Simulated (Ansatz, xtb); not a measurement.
Isomers of AlClH3NOSi in order of energy

6 gas-phase structures of AlClH3NOSi, found in a search over its isomers (lower ones may exist). Each was relaxed with GFN2-xTB; where two conformers were screened, the lower at r2SCAN-D4/def2-SVP is listed:

A. `[H]/N=[SiH]\[O][AlH][Cl]`, a singlet
B. `O[SiH]=[N][AlH][Cl]`, a singlet
C. a singlet given by its coordinates
D. `[OH][Al]([Cl])[N]=[SiH2]`, a singlet
E. `O=[SiH][NH][AlH][Cl]`, a singlet
F. a singlet given by its coordinates

F (Å):

```yaml
atoms:
  - { symbol: Al, position_ang: [-1.5440, 1.5259, 0.2221] }
  - { symbol: Cl, position_ang: [-1.9167, 3.3487, 0.9635] }
  - { symbol: N, position_ang: [-0.1220, 0.4797, -0.2499] }
  - { symbol: O, position_ang: [-2.5551, 0.2229, -0.2658] }
  - { symbol: Si, position_ang: [-1.2857, -0.7654, -0.7101] }
  - { symbol: H, position_ang: [0.8793, 0.4064, -0.3159] }
  - { symbol: H, position_ang: [-1.3554, -1.0255, -2.1403] }
  - { symbol: H, position_ang: [-1.2751, -1.9483, 0.1382] }
```

Close contacts (Å): Al1–Cl2 2.00, Al1–N3 1.83, Al1–O4 1.72, Al1–Si5 2.49, N3–Si5 1.77, O4–Si5 1.67, N3–H6 1.01, Si5–H7 1.46, Si5–H8 1.46.

C (Å):

```
atom    x (Å)    y (Å)    z (Å)
  Al  -1.1078  -0.9128  -0.5922
  Cl  -0.1829  -1.6364  -2.2385
   N  -1.9562   0.9377  -0.7718
   O  -0.0024   0.0730   0.5774
  Si  -0.8210   1.3936   0.3627
   H  -2.0182  -1.7273   0.3128
   H  -2.6731   1.5199  -1.1758
   H  -0.4648   2.5660   1.1155
```

Close contacts (Å): Al1–Cl2 2.02, Al1–N3 2.04, Al1–O4 1.89, Al1–Si5 2.51, N3–Si5 1.67, O4–Si5 1.57, Al1–H6 1.52, N3–H7 1.01, Si5–H8 1.44.

Problem. Estimate their order in r2SCAN-D4/def2-SVP energy at these geometries, lowest first.

Solution. Calculated order at r2SCAN-D4/def2-SVP: F (0.0), C (91.5), E (168.1), A (168.1), D (190.5), B (195.3) kJ/mol. Less than 1 kcal/mol parts E and A, so the order within that pair means little.

Energies above the lowest of each column, in kJ/mol:

```tsv
structure	GFN2-xTB	HF/STO-3G	r2SCAN-D4/def2-SVP
F	17.0	0.0	0.0
C	0.0	138.0	91.5
E	24.5	267.3	168.1
A	8.7	309.7	168.1
D	89.1	356.3	190.5
B	94.4	351.5	195.3
```

r2SCAN-D4/def2-SVP puts F lowest; GFN2-xTB picks C. Some further structures that were screened fall inside this span and aren't listed. Flexible structures stand in one conformer each, not always the lowest. Frequencies (PBE0-D3(BJ)/def2-SVP) were run for F alone.

Over these structures GFN2-xTB departs from r2SCAN-D4/def2-SVP by 39.6 kJ/mol on average once a common shift is removed. A GFN2-xTB relaxation took about 0.12 s and the r2SCAN-D4/def2-SVP energy about 2.1 s on a shared host (Ansatz 0.2.0, xtb 6.7.1).
